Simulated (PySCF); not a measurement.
Species: C₇H₁₀.
Atom-mapped SMILES: `[CH3:1][C:2]1([CH:3]2[CH2:4][CH2:5]2)[CH:6]=[CH:7]1` (hydrogens: H8, H9, H10 on C1; H11 on C3; H12, H13 on C4; H14, H15 on C5; H16 on C6; H17 on C7)

Structure used (GFN2-xTB), in Å, numbered top down from 1:
```xyz
17
C7H10 angstrom
C     -1.5280    1.1980   -0.4700
C     -0.7043    0.1171    0.2086
C      0.7673    0.4297    0.2319
C      1.6261    0.0298   -0.9339
C      1.7776   -0.6652    0.3839
C     -1.3145   -0.7071    1.3068
C     -1.1666   -1.3102    0.1625
H     -1.4209    2.1468    0.0548
H     -1.1919    1.3399   -1.4964
H     -2.5813    0.9263   -0.4823
H      0.9994    1.3797    0.7022
H      2.4090    0.6977   -1.2603
H      1.1549   -0.5137   -1.7387
H      2.6641   -0.4724    0.9690
H      1.4121   -1.6783    0.4690
H     -1.6246   -0.7283    2.3226
H     -1.2853   -2.1777   -0.4397
```

The calculation used PySCF 2.14.0, density-fitted response routines, TDDFT wB97X-D/def2-SVPD, vertical, gas phase, core orbitals frozen in the response.

Transition dipole moments from the ground state, in atomic units and in the frame of the coordinates above (overall signs are arbitrary), for the states with f of 0.002 or more among the lowest 8:

```tsv
state	E (eV)	μx	μy	μz
S1	5.929	-0.167	0.040	-0.038
S2	6.422	-0.091	0.281	0.562
S4	7.604	-0.512	0.201	-0.129
S6	7.934	-0.195	-0.130	-0.108
S7	8.025	0.117	-0.014	-0.020
S8	8.172	0.008	0.005	0.101
```

(1) What oscillator strength does each state have?

(2) Which bond between heavy atoms lies closest to the direction of the S2 transition dipole?

(3) What angle do the transition dipoles of S2 and S4 make?

(4) What peak molar absorption coefficient would the strongest computed level give as a lone Gaussian band 0.5 eV wide at half height?

Results:

(1) f = (2/3) ΔE |μ|² with ΔE in hartree (27.2114 eV).

```csv
state,|μ|² (au),|μ| (D),f
S1,0.031,0.45,0.004
S2,0.403,1.61,0.063
S4,0.320,1.44,0.060
S6,0.067,0.66,0.013
S7,0.014,0.30,0.003
S8,0.010,0.26,0.002
```

(2) C6–C7, at 2° from it; next C3–C4 at 27°.

(3) |cos θ| = |μa·μb| / (|μa| |μb|) = 0.08, so θ ≈ 85° (taken between 0 and 90°, since the signs are arbitrary).

(4) ε(max) = 2.175×10⁸ f / FWHM, with the width in cm⁻¹. S2: 2.175×10⁸ × 0.0634 / 4033 ≈ 3400 L mol⁻¹ cm⁻¹.

On Arm Neoverse N1, one thread, shared host, this took 73 s of wall time.

One conformer stands for the species.
